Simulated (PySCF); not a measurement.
## Correlation energy of Si²⁺ (silicon, charge +2)

[Ne] 3s1 3p1, high-spin 3P determinant (an excited configuration). Calculation: PySCF 2.14, in x2c-QZVPPall (9s6p4d2f1g, 70 functions); scalar relativity by spin-free X2C-1e. Frozen: 1s2; 10 electrons correlated.

| level | correlation energy (mhartree) |
| --- | --- |
| CCSD | -179.57 |
| (T) | -1.11 |
| CCSD(T) | -180.68 |

Diagnostics: T1 = 0.0036, D1 = 0.0121, largest double amplitude 0.038.

Cost of the coupled-cluster step: of the order of 15 core-seconds, for 10 correlated electrons.

This basis was not built for core-valence correlation, so the inner-shell part is incomplete.
